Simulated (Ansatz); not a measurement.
Input file for Ansatz (a first-principles code): R-CCSD(T)/cc-pVQZ on HF (SMILES F).

Ansatz 0.2 input:
```yaml
crystal:
  periodic: [false, false, false]
  atoms:
    - {symbol: H, position_ang: [0.00000000, -0.00000000, -0.46223990]}
    - {symbol: F, position_ang: [-0.00000000, 0.00000000, 0.46223990]}
basis:
  gaussian:
    orbitals: cc-pVQZ
magnetization: {spin_polarized: false}
correlation: {method: ccsd_t, electrons: outside_noble_gas}
scf: {lower_state_search: off}
```

It printed:

```
WARN ansatz: RAYON_NUM_THREADS=1 ignored (pool sized by the plan → 1); use --threads N
Functional definition: HF
these checks for a lower state are left out or cut short: stability, starts, cluster_reference, orbital_swaps, neighbouring_geometries, increment
integrals: 0.07 GiB planned
517 factors; integrals over basis functions are off by at most 9.6e-4 eV
mean field: 0.09 GiB planned
mean field evaluation 1: about -2722.0165 eV, gradient 2.5e1 eV
mean field evaluation 2: about -2722.0166 eV, gradient 2.5e1 eV
mean field evaluation 4: about -2722.9642 eV, gradient 1.2e0 eV
mean field evaluation 8: about -2722.9689 eV, gradient 4.8e-5 eV
mean field -2722.96888892 eV, -100.0672609734 hartree, gradient 1.7e-6 eV, S^2 0.000000; 0 other end points of the search recorded, 0 dependent functions left out
1 core orbitals not correlated
reference -2722.96888892 eV, -100.0672609734 hartree; 4, 4 occupied and 80, 80 virtual orbitals, 517 factors
second order -8.10574888 eV of doubles, -0.00000000 eV of singles
coupled cluster: 0.18 GiB planned
cycle   1  -7.96475473 eV  change    1.4e-1 eV  update   3.9e-2
cycle   2  -8.08694243 eV  change   -1.2e-1 eV  update   1.0e-2
cycle   3  -8.11118007 eV  change   -2.4e-2 eV  update   3.9e-3
cycle   4  -8.10800129 eV  change    3.2e-3 eV  update   6.1e-4
cycle   5  -8.10804437 eV  change   -4.3e-5 eV  update   1.6e-4
cycle   6  -8.10813992 eV  change   -9.6e-5 eV  update   2.7e-5
cycle   7  -8.10813597 eV  change    4.0e-6 eV  update   9.1e-6
perturbative correction -0.21431145 eV, -0.0078758004 hartree
Total energy: -2731.29133634 eV, -100.3731052747 hartree
Checks for a lower state left out: stability, starts, cluster_reference, orbital_swaps, neighbouring_geometries, increment
```

Self-consistency was reached.

Cost: about 1.5 core-seconds (a rough figure).
